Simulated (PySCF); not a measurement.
## Computed vibrations of [Ce(NH2)2]2+

[Ce(NH2)2]2+ (singlet). PySCF 2.14.0, RKS PBE0, Ce lcecp-2-SVP with ECP46, N def2-SVP, H def2-SVP; non-relativistic Hamiltonian with scalar-relativistic core potentials where named; density fitting; no spin-orbit coupling. Central differences of gradients.

```xyz
7

Ce    0.0000    0.0000   -0.2407
N     1.6323    0.0000    0.9923
H     2.0505   -0.8253    1.4583
H     2.0505    0.8253    1.4583
N    -1.6323    0.0000    0.9923
H    -2.0505    0.8253    1.4583
H    -2.0505   -0.8253    1.4583
```

Run from Python with OMP_NUM_THREADS=2. Where DIIS fails, smearing, a level shift and second-order steps follow.
It took 34 s on 2 threads of Arm Neoverse V2, with other jobs on the host.

Question: What are the harmonic wavenumbers and infrared intensities?

Answer: Modes are labelled in C2v; negative numbers are unstable modes, those under 60 cm⁻¹ near the noise; a finer grid moves soft modes by up to 10 cm⁻¹.
```tsv
cm⁻¹	km/mol	symmetry
-681	–	b2
-580	–	a2
213	0.4	a1
410	0.0	a2
444	76.8	b2
609	307.8	b1
677	251.0	a1
683	134.3	b1
716	99.6	a1
1451	94.6	b1
1454	90.8	a1
3379	608.2	b1
3393	304.1	a1
3453	0.0	a2
3453	357.7	b2
```

Question: Is this a minimum?

Answer: No: 2 unstable; the lowest moves the atoms so:
```
Ce   0.00 -0.01  0.00
N    0.00  0.04  0.00
H    0.31 -0.03 -0.39
H   -0.31 -0.03  0.39
N    0.00  0.04  0.00
H    0.31 -0.03  0.39
H   -0.31 -0.03 -0.39
```
